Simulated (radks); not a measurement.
Question: The mean radii <r> (bohr) of the occupied orbitals of an atom or ion are listed with their occupations. All-electron calculation, scalar-relativistic Kohn-Sham, B86b exchange with PBE correlation, spin-polarised, spherical densities, point nucleus. Program: a radial shooting solver on a logarithmic mesh with Libxc functionals.

orbital  occ.      <r>
1s up       1  0.03609
1s down     1  0.03609
2s up       1   0.1580
2s down     1   0.1580
2p up       3   0.1377
2p down     3   0.1377
3s up       1   0.4432
3s down     1   0.4432
3p up       3   0.4458
3p down     3   0.4458
3d up       5   0.4331
3d down     5   0.4329
4s up       1    1.163
4s down     1    1.154
4p up       3    1.310
4p down     3    1.297
5s up       1    3.607
4d up       4    2.177

Name the element and its charge. Open shells, if any, are filled with parallel spins first.

Answer: Z = 41, niobium, charge 0: Nb in [Kr] 4d4 5s1. The 1s radius gives Z: for a bare nucleus <r> = (2 gamma + 1)/(2Z) with gamma = sqrt(1 - (Z/c)^2), 0.03547 bohr for Z = 41, and screening makes it slightly larger (0.03609 here). The occupations add up to 41, and the charge is Z minus that.
